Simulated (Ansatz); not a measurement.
Relaxation of C₂H₉N₃Si (15 atoms, charge 0, multiplicity 1), to a largest force component of 0.015 eV/Å in at most 40 steps.

All numbers below come from RKS r2SCAN/6-31G* (Ansatz).

```xyz
15
Properties=species:S:1:pos:R:3:forces:R:3
C 0.596 -1.899 -1.728 0.49 1.51 -0.98
N 1.323 -0.956 -1.253 0.09 -0.97 -1.09
Si 1.260 -0.765 0.451 3.82 -1.27 0.26
N -0.087 0.055 0.760 -3.82 1.27 2.07
C -0.458 1.333 0.217 0.11 1.04 0.87
N -1.704 1.679 0.883 -0.96 -0.93 0.36
H -0.103 -2.499 -1.147 -0.13 -0.60 0.21
H 0.570 -1.996 -2.837 -0.14 -0.36 0.46
H 1.241 -2.072 1.163 -0.03 -0.07 0.13
H 2.416 0.072 0.954 0.20 -0.46 -0.30
H -0.284 0.126 1.791 0.40 -0.32 -1.14
H 0.315 2.098 0.509 -0.17 -0.19 -0.72
H -0.640 1.351 -0.869 0.52 -0.43 0.10
H -1.818 1.025 1.675 -0.34 0.49 -0.64
H -1.615 2.573 1.300 -0.05 1.29 0.42
```

**Question.** Where does it end, and by what steps?

**Answer.** The run converged. After 37 steps the energy has fallen by 1.296 eV; H14 moved furthest, 2.39 Å.

```csv
step,energy less start (eV),largest force component (eV/Å),accepted
0,0.0000,3.820,yes
2,-0.6635,1.089,yes
4,-0.8543,0.664,yes
6,-1.0304,0.420,yes
8,-1.1191,0.728,yes
10,-1.1224,0.797,no
12,-1.1670,0.158,yes
14,-1.1761,0.145,yes
16,-1.1799,0.337,no
18,-1.1871,0.073,yes
20,-1.1931,0.133,yes
22,-1.2169,0.118,yes
24,-1.2281,0.086,yes
26,-1.2421,0.350,yes
28,-1.2589,0.741,no
30,-1.2916,0.116,yes
32,-1.2938,0.039,yes
34,-1.2953,0.078,yes
36,-1.2954,0.083,yes
37,-1.2957,0.010,yes
```

```xyz
15
Properties=species:S:1:pos:R:3
C 0.019 -2.181 -1.481
N 0.208 -0.981 -1.112
Si 1.250 -0.539 0.246
N 0.432 0.466 1.380
C -0.180 1.738 0.961
N -1.405 1.684 0.182
H 0.488 -3.066 -1.008
H -0.649 -2.405 -2.326
H 1.742 -1.751 0.974
H 2.363 0.235 -0.364
H -0.088 0.001 2.119
H -0.372 2.340 1.858
H 0.571 2.271 0.365
H -1.241 1.110 -0.647
H -2.129 1.205 0.718
```

Whether the end is a true minimum wasn't checked by a vibrational analysis.

Run time: 110 s on 2 threads of Intel(R) Xeon(R) Platinum 8488C (Sapphire Rapids) (shared host), peak memory 0.21 GiB.
